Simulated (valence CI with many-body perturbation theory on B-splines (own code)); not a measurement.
# In XI: calculated level list

Level of theory: relativistic CI+MBPT: three valence electrons over a frozen Dirac-Fock core [Kr], a basis of 7 s, 7 p, 8 d, 6 f, 4 g, 1 h functions for each j, with the one-electron correlation potential Σ1, the two-electron term Σ2, the three-electron term Σ3, Breit, model QED; selected CI, second order for the rest, scaled by the run's own slope (own B-spline code, finite nucleus).

No measured levels were compared; by estimate terms of the open shell hold to 2 to 4 % of their energy, and close levels can change places. Excitations out of the core, of the other parity, are not computed and may begin above about 49.4 eV (a cautious bound); beyond it only levels of the ground parity were kept, without lifetimes.

Levels 1 to 35 of 35, with energies above the lowest level, 4d3 4F_3/2. "Leading %" is the weight of the configuration and term that name the level; weights of strongly mixed levels are sums over their largest components and can fall short. In the jj column 3d3/2^4 stands for four electrons in 3d with j = 3/2. Lifetimes count E1, E2, E3, M1 and M2 decay at the calculated energies, and are blank where another channel may lead or the interval is too uncertain; long ones can be off by a factor of two.

```
No.  Configuration  Term     J  E (cm⁻¹)  Leading %             Leading jj  Lifetime  Second component
  1            4d3    4F   3/2         0         93         4d3/2^3 (57 %)                  6 % 4d3 2D
  2            4d3    4F   5/2      4717         97   4d3/2^2 4d5/2 (86 %)    232 ms                  
  3            4d3    4F   7/2      9565         95   4d3/2 4d5/2^2 (62 %)    216 ms                  
  4            4d3    4F   9/2     13954         85   4d3/2 4d5/2^2 (47 %)    484 ms       13 % 4d3 2G
  5            4d3    4P   3/2     20757         62   4d3/2^2 4d5/2 (69 %)   88.6 ms       27 % 4d3 2P
  6            4d3    4P   1/2     22239         83   4d3/2^2 4d5/2 (89 %)    750 ms       16 % 4d3 2P
  7            4d3    2G   7/2     27060         94   4d3/2 4d5/2^2 (56 %)   32.5 ms        4 % 4d3 4F
  8            4d3    2H   9/2     28037         52   4d3/2^2 4d5/2 (65 %)   40.3 ms       36 % 4d3 2G
  9            4d3    4P   5/2     28926         95   4d3/2 4d5/2^2 (64 %)    126 ms        4 % 4d3 2D
 10            4d3    2D   3/2     33729         51   4d3/2 4d5/2^2 (86 %)   12.7 ms       30 % 4d3 4P
 11            4d3    2P   1/2     35924         83   4d3/2 4d5/2^2 (89 %)   33.1 ms       16 % 4d3 4P
 12            4d3    2H  11/2     38017        100  4d3/2 4d5/2^2 (100 %)    110 ms                  
 13            4d3    2G   9/2     40466         50         4d5/2^3 (64 %)   21.8 ms       46 % 4d3 2H
 14            4d3    2D   5/2     41702         94   4d3/2 4d5/2^2 (62 %)   18.6 ms                  
 15            4d3    2P   3/2     46907         58         4d5/2^3 (86 %)   13.0 ms       34 % 4d3 2D
 16            4d3    2F   7/2     53042         97   4d3/2 4d5/2^2 (82 %)   35.1 ms                  
 17            4d3    2F   5/2     53504         94   4d3/2 4d5/2^2 (49 %)   45.2 ms        6 % 4d3 2D
 18            4d3    2D   5/2     81890         93         4d5/2^3 (53 %)   5.20 ms        5 % 4d3 2F
 19            4d3    2D   3/2     82059         99   4d3/2 4d5/2^2 (86 %)   7.73 ms                  
 20         4d2 5s    4F   3/2    473430         95      4d3/2^2 5s (85 %)               5 % 4d2 5s 2D
 21         4d2 5s    4F   5/2    476140         82      4d3/2^2 5s (70 %)              12 % 4d2 5s 2F
 22         4d2 5s    4F   7/2    482390         94  4d3/2 4d5/2 5s (94 %)               5 % 4d2 5s 2F
 23         4d2 5s    2F   5/2    487770         79  4d3/2 4d5/2 5s (79 %)              16 % 4d2 5s 4F
 24         4d2 5s    4F   9/2    488830         96      4d5/2^2 5s (63 %)                            
 25         4d2 5s    4P   1/2    496190         94      4d3/2^2 5s (63 %)                            
 26         4d2 5s    2F   7/2    497060         87  4d3/2 4d5/2 5s (52 %)               8 % 4d2 5s 2G
 27         4d2 5s    4P   5/2    498200         54  4d3/2 4d5/2 5s (92 %)              38 % 4d2 5s 2D
 28         4d2 5s    4P   3/2    498750         76  4d3/2 4d5/2 5s (94 %)              21 % 4d2 5s 2D
 29         4d2 5s    2D   3/2    502210         52  4d3/2 4d5/2 5s (76 %)              24 % 4d2 5s 2P
 30         4d2 5s    2P   1/2    507400         95  4d3/2 4d5/2 5s (81 %)                            
 31         4d2 5s    2D   5/2    509950         52      4d5/2^2 5s (98 %)              44 % 4d2 5s 4P
 32         4d2 5s    2G   9/2    511530         96  4d3/2 4d5/2 5s (63 %)                            
 33         4d2 5s    2G   7/2    512030         91  4d3/2 4d5/2 5s (53 %)               7 % 4d2 5s 2F
 34         4d2 5s    2P   3/2    515240         75      4d5/2^2 5s (83 %)              21 % 4d2 5s 2D
 35         4d2 5s    2S   1/2    552550         95      4d5/2^2 5s (77 %)
```

Names give the largest LS component (configuration and term), which can be under half, so a name can repeat, a term be missing and a line seem to break the LS rules; names also repeat where a configuration has a term twice.

The ionisation energy to 4d2 3F_2 of the next ion comes out as 202.39 eV (NIST: 201 ± 2.4 eV (theoretical)). All 35 levels together are meant to be complete up to 398560 cm⁻¹.
